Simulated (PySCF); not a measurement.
A structure optimised at B3LYP-D3(BJ)/def2-SVP, used in a PySCF frequency run:

```
C
C 1 1.3391
H 2 1.0945 1 117.11
C 1 1.4966 2 128.85 3 180.00
H 4 1.0982 1 111.61 2 0.00
H 4 1.1022 5 108.58 1 121.99
H 4 1.1022 5 108.58 6 116.02
C 2 1.4993 3 116.36 1 180.00
H 8 1.0986 2 113.13 3 180.00
H 8 1.1039 9 107.81 5 122.73
H 8 1.1039 9 107.81 10 114.55
Cl 1 1.7681 2 118.58 3 0.00
```

Question: Write its SMILES, formula and point group.

Answer: C/C=C(\C)Cl, C4H7Cl, Cs

Question: What are its rotational constants (standard atomic weights)?

Answer: 7.2897, 2.3712, 1.8301 GHz
